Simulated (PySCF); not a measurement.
C₅H₇F.

```xyz
13

C     -0.8344    -2.2302     0.0000
C     -0.0731    -1.1242     0.0000
F      1.2691    -1.2539     0.0000
C     -0.5375     0.2501     0.0000
C      0.2807     1.3211     0.0000
C     -0.1727     2.7402     0.0000
H     -1.9212    -2.1400     0.0000
H     -0.3767    -3.2208     0.0000
H     -1.6259     0.3814     0.0000
H      1.3626     1.1394     0.0000
H      0.2156     3.2799    -0.8815
H     -1.2699     2.8235     0.0000
H      0.2156     3.2799     0.8815
```

The structure is a stationary point at r2SCAN-D4/def2-SVP. The values are those of a single conformer.

These are PBE/pcSseg-1 in PySCF values and carry that method's errors. Non-relativistic, no solvent.

Computed absolute GIAO shielding of each atom: isotropic value and principal components (ppm):
```tsv
atom	σ(iso)	σ11	σ22	σ33	span
C1	85.4	0.7	105.2	150.3	149.6
C2	8.4	-89.1	44.8	69.6	158.7
F3	262.8	150.5	265.3	372.5	222.0
C4	50.3	-47.8	76.0	122.7	170.5
C5	44.1	-59.8	30.1	161.9	221.8
C6	157.7	142.5	151.1	179.5	37.0
H7	26.8	25.0	25.4	30.1	5.1
H8	26.5	24.2	25.1	30.2	6.0
H9	25.4	22.9	24.1	29.2	6.3
H10	25.0	22.7	22.8	29.4	6.7
H11	29.1	25.6	27.0	34.8	9.2
H12	29.5	26.1	28.8	33.5	7.5
H13	29.1	25.6	27.0	34.8	9.2
```
